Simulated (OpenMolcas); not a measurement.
# Lines of Ti: computed and rescaled rates

| Item | Value |
| --- | --- |
| Program | OpenMolcas 26.06 |
| Method | MS-CASPT2, IPEA 0.25 Eh, imaginary shift 0.1 Eh (closed shells correlated: 3s 3p) |
| Basis | ANO-RCC-VQZP [7s6p4d3f2g1h] |
| Scalar Hamiltonian | DKH2, point nucleus |
| Active space | 4 electrons in 11 orbitals (3d 4s 4d) |
| State averaging | 2S+1 = 3 even, 48 roots; 2S+1 = 5 even, 10 roots kept (CI in the orbitals of an earlier block); 2S+1 = 1 even, 42 roots kept (CI in the orbitals of an earlier block, 23 in the spin-orbit step) |
| Spin-orbit coupling | RASSI with atomic mean-field integrals over the reference wave functions, term energies averaged over their components |

Rates come from the transition moments of the reference wave functions (E1 and E2 in the length form). At fixed line strength A goes as λ^-3 for E1 and M1 and as λ^-5 for E2, so a rate at the computed wavelength can be rescaled to the measured one. Measured vacuum wavelengths follow from level energies in NIST Handbook of Basic Atomic Spectroscopic Data. Branching counts decays inside the model space alone, at computed energies, and the table is only a selection of the E2 and M1 lines, drawn from those between levels with measured partners whose computed energy lies within a factor of 1.5 of the measured one.

| Upper | Lower | Type | λ computed (nm) | λ measured (nm) | A computed (s-1) | A rescaled (s-1) | Branching % |
| --- | --- | --- | --- | --- | --- | --- | --- |
| 3d³ 4s ³F₄ | 3d² 4s² ³F₄ | E2 | 1239 | 878 | 7.14e-02 | 4.00e-01 | 78.0 |
| 3d³ 4s ³F₂ | 3d² 4s² ³F₂ | E2 | 1214 | 867.2 | 6.72e-02 | 3.61e-01 | 71.0 |
| 3d³ 4s ³F₃ | 3d² 4s² ³F₃ | E2 | 1225 | 871.9 | 5.23e-02 | 2.86e-01 | 55.9 |
| 3d³ 4s ³F₂ | 3d² 4s² ³F₃ | E2 | 1242 | 880.2 | 2.57e-02 | 1.44e-01 | 27.2 |
| 3d³ 4s ³F₃ | 3d² 4s² ³F₂ | E2 | 1197 | 859.1 | 2.31e-02 | 1.21e-01 | 24.7 |
| 3d³ 4s ³F₄ | 3d² 4s² ³F₃ | E2 | 1202 | 861.6 | 1.84e-02 | 9.72e-02 | 20.1 |
| 3d³ 4s ³F₃ | 3d² 4s² ³F₄ | E2 | 1263 | 888.7 | 1.74e-02 | 1.01e-01 | 18.6 |
| 3d² 4s² ¹G₄ | 3d² 4s² ³F₄ | M1 | 1075 | 852.4 | 4.49e-03 |  | 60.3 |
| 3d² 4s² ¹D₂ [62 %] | 3d² 4s² ³F₃ | M1 | 1657 | 1411 | 4.21e-03 |  | 62.6 |
| 3d² 4s² ¹G₄ | 3d² 4s² ³F₃ | M1 | 1047 | 836.9 | 2.92e-03 |  | 39.2 |
| 3d² 4s² ¹D₂ [62 %] | 3d² 4s² ³F₂ | M1 | 1606 | 1378 | 2.45e-03 |  | 36.4 |
| 3d² 4s² ³F₄ | 3d² 4s² ³F₃ | M1 | 40660 | 46140 | 3.02e-04 | 2.07e-04 | 100.0 |
| 3d² 4s² ³P₀ | 3d² 4s² ³F₂ | E2 | 1595 | 1185 | 2.07e-04 | 9.14e-04 | 100.0 |
| 3d² 4s² ³F₃ | 3d² 4s² ³F₂ | M1 | 52410 | 58780 | 1.79e-04 | 1.27e-04 | 100.0 |
| 3d² 4s² ³P₁ | 3d² 4s² ³F₃ | E2 | 1630 | 1202 | 1.28e-04 | 5.87e-04 | 59.9 |
| 3d² 4s² ³P₁ | 3d² 4s² ³F₂ | E2 | 1581 | 1178 | 7.05e-05 | 3.07e-04 | 33.0 |
| 3d³ 4s ⁵F₅ | 3d³ 4s ⁵F₄ | M1 | 86830 | 99790 | 4.97e-05 | 3.27e-05 | 96.4 |
| 3d³ 4s ⁵F₄ | 3d³ 4s ⁵F₃ | M1 | 107600 | 122300 | 4.53e-05 | 3.09e-05 | 97.8 |
| 3d³ 4s ⁵F₃ | 3d³ 4s ⁵F₂ | M1 | 142600 | 160700 | 2.40e-05 | 1.68e-05 | 93.9 |

Spin-changing lines and M1 lines between different terms are not rescaled, since their strength hangs on the term gaps too.

The largest correction is for 3d³ 4s ³F₃ → 3d² 4s² ³F₄ (E2): 1.74e-02 × (1263 / 888.7)^5 = 1.01e-01 s-1, a factor of 5.80.

No measured rate stands beside these. Rescaling mends the energy factor alone: line strengths can still be far off where a level mixes with configurations outside the active space, and weak or spin-changing lines hang on small mixing coefficients that depend on the term gaps too, so rescaling need not improve them.

CASPT2 breaks the degeneracy within a term, and the mean is taken; among the terms shown or strongly mixed into the levels shown the widest spread is 1600 cm-1 (3d³ 4s ³F). Some high roots are left out of the spin-orbit mixing, which shifts the levels that they would mix with. Terms from blocks run as CI alone lack orbitals of their own. Active for correlation alone: 4d; no level in the range computed is led by a configuration that fills it, so any true level of that kind is missing. The CASPT2 spread within a term exceeds the gap to the next term for 3d³ 4s ³F and 3d² 4s² ¹G, so the order of their levels is uncertain, and so are names and mixing where such terms share a J. Some terms miss by over 15 % even with CASPT2, which points to a basis or an active space too small for the shells correlated. Computed and measured levels are paired by configuration, term and J; levels that our copy of the source lacks, or whose pairing is in doubt (as where it misses far off the trend of its configuration), stay unpaired. Only configurations of the active space appear.

A share in square brackets marks a mixed level and gives the weight of the term that names it.
